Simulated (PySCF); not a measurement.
## A small calculation by hand: chemical shift, span and skew from a shielding tensor

B(Cl)(vinyl)(OH) (C2H4BClO), SMILES C=CB(O)Cl. Atoms are numbered in the order given.

```xyz
9

B     -0.2169    -0.0377     0.0000
Cl     0.4248    -1.7034     0.0000
C      0.7575     1.1777     0.0000
C      0.2985     2.4369     0.0000
H      1.8398     1.0039     0.0000
H      0.9683     3.3048     0.0000
H     -0.7778     2.6445     0.0000
O     -1.5562     0.1479     0.0000
H     -2.0546    -0.6777     0.0000
```

The structure is a stationary point at ωB97X-D3(BJ)/def2-SVP. Other conformers were not sampled.

GIAO shieldings from PBE/pcSseg-1 run with PySCF, non-relativistic, no solvent. The symmetric part of the tensor of C3 has the principal values -72.7, 35.6, 157.1 ppm. The same nucleus in TMS has σ = 182.0 ppm at this level (PySCF, at its B3LYP-D3(BJ)/def2-TZVP geometry). Without spin–orbit terms, shifts of atoms bonded to Cl or Br come out too high.

Question: Work out the isotropic shielding, the ¹³C shift against TMS, the span and the skew.

Answer: 
σ(iso) = (σ11 + σ22 + σ33)/3 = 40.0 ppm. δ = σ(ref) − σ(iso) = 182.0 − (40.0) = 142.0 ppm.
Span Ω = σ33 − σ11 = 229.8 ppm. Skew κ = 3(σ(iso) − σ22)/Ω = 0.06. Tumbling in solution averages the tensor to δ; in a static solid the shielding alone would spread this spin-1/2 line over Ω.
